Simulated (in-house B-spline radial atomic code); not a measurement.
Ionising the vanadium ion V⁺ with different functionals

Computed with an all-electron radial atomic-structure program (B-spline basis): non-relativistic Hamiltonian, point nucleus, spin-polarised at highest spin, spherical fractional occupations for the functionals, and exact exchange of hybrids averaged over the configuration. The ionisation energy is the difference of two self-consistent energies, [Ar] 3d4 → [Ar] 3d3, without Breit or QED terms; ε is the level of the shell that loses the electron (its least bound occupied spin orbital).

| method | rung | ΔSCF (eV) | -ε(3d) (eV) |
| --- | --- | --- | --- |
| PBE0 | global hybrid | 15.57 | 11.50 |
| B3LYP | global hybrid | 15.66 | 11.18 |
| TPSSh | global hybrid | 15.61 | 10.38 |
| M06-2X | global hybrid | 14.92 | 13.20 |
| BHandHLYP | global hybrid | 15.11 | 12.99 |
| r2SCAN0 | global hybrid | 15.60 | 11.54 |
| B97-1 | global hybrid | 15.34 | 10.95 |
| HSE06 | range-separated hybrid | 15.57 | 11.10 |
| wB97X | range-separated hybrid | 15.16 | 13.69 |
| CAM-B3LYP | range-separated hybrid | 15.58 | 12.94 |
| LC-wPBE | range-separated hybrid | 15.59 | 14.29 |

Question: Among the functionals, which spreads more, the ΔSCF values or the orbital energies?

Answer: The orbital energies: ΔSCF values span about 0.74 eV and the orbital energies 3.92 eV; here energy differences depend much less on the functional than eigenvalues do.

Question: How do they compare with the NIST value?

Answer: NIST lists 14.63 eV ± 0.007 (measured, ground level to ground level). Errors run from +0.29 to +1.03 eV; M06-2X is closest (+0.29 eV), but part of that can be cancellation, since the calculations leave out relativity, Breit-QED terms, multiplet and fine-structure energies.
